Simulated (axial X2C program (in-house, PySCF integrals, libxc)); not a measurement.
**Worked dissociation energy of NaTl⁻: B97-3, non-relativistic**

Calculated with an axial X2C code built on PySCF integrals. The Hamiltonian is the X2C one with the speed of light multiplied by 100, which is the non-relativistic limit. Basis: Tl dyall-av3z [12s11p9d6f], Na dyall-av3z [10s9p5d2f] (cores contracted in-house); Gaussian nuclei, density fitting, unrestricted open shells. Masses: Tl 204.974 u, Na 22.990 u.

Molecular state: M_S = 1/2, Λ = 1 (beyond evenly filled blocks: π+α).

* E(Tl) (2M_S = 1, M_L = 0): -18965.178973 hartree
* E(Na-) (2M_S = 0, M_L = 0): -162.281223 hartree
* E(NaTl⁻) at Re: -19127.492718 hartree
* ωe: 108.2 cm⁻¹

(1) Work out De and D0.

The state is one determinant whose occupation by symmetry is held fixed; it was picked as the lowest of a PBE0 search that is not exhaustive. Dissociation energies refer to the lowest single-determinant-based atoms at the same level and basis. Other states lie close and PBE0, whose exact exchange favours high spin, may order them wrongly; the determinant shown need not be the ground state. The nearest other spin-free determinant of the search, M_S = 3/2, Λ = 0, lies 0.30 eV up at the distance of the search. The functionals have no current-density term, which raises determinants with orbital currents, atoms included. The highest occupied level of some functionals is positive through self-interaction error; at Hartree–Fock it is bound. The determinant is spin-polarised beyond a pure state at some levels (its spin-free form has ⟨S²⟩ too high), which makes Re and μ there less reliable.

Each atomic determinant is the lowest at this level and need not be a pure term. Totals compare only within one Hamiltonian and basis.

## Answers

(1) De = -18965.178973 + (-162.281223) − (-19127.492718) = 0.03252 hartree = 0.885 eV. The zero-point energy is ωe/2 = 54 cm⁻¹ = 0.007 eV, so D0 = 0.878 eV.
